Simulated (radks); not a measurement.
As3+, 30 electrons, occupied as [Ar] 3d10 4s2. All-electron calculation, scalar-relativistic Kohn-Sham, exchange-only LDA, spin-polarised, spherical densities, finite nucleus; Fermi nuclear charge, rms radius 4.0968 fm. Program: a radial shooting solver on a logarithmic mesh with Libxc functionals.

Normalised radial functions P(r) = r R(r), r in bohr:

```
   r/bohr * 3d (the largest magnitude, 1.2, reaches the edge; | marks zero)
 0.001523 *
 0.001731 *
 0.001983 *
 0.002254 *
 0.002562 *
 0.002935 *
 0.003336 *
 0.003791 *
 0.004309 *
 0.004936 *
  0.00561 *
 0.006377 *
 0.007306 *
 0.008303 *
 0.009437 *
  0.01081 *
  0.01229 *
  0.01397 *
  0.01587 *
  0.01819 *
  0.02067 *
  0.02349 *
  0.02691 *
  0.03059 |*
  0.03477 |*
  0.03983 |*
  0.04527 |*
  0.05145 | *
  0.05848 |  *
    0.067 |   *
  0.07614 |    *
  0.08654 |     *
  0.09915 |        *
   0.1127 |          *
   0.1281 |             *
   0.1467 |                 *
   0.1668 |                     *
   0.1895 |                          *
   0.2154 |                               *
   0.2468 |                                     *
   0.2805 |                                          *
   0.3188 |                                               *
   0.3653 |                                                   *
   0.4151 |                                                     *
   0.4718 |                                                      *
   0.5406 |                                                     *
   0.6144 |                                                   *
   0.6983 |                                               *
   0.7936 |                                          *
   0.9093 |                                    *
    1.033 |                              *
    1.175 |                        *
    1.346 |                  *
    1.529 |             *
    1.738 |        *
    1.991 |     *
    2.263 |   *
    2.572 | *
    2.924 |*
     3.35 *
    3.807 *
    4.327 *
    4.957 *
    5.634 *
```

3d: eigenvalue -73.320 eV, 0 radial nodes, <r> = 0.674 bohr, 90 % of the charge inside 1.13 bohr.
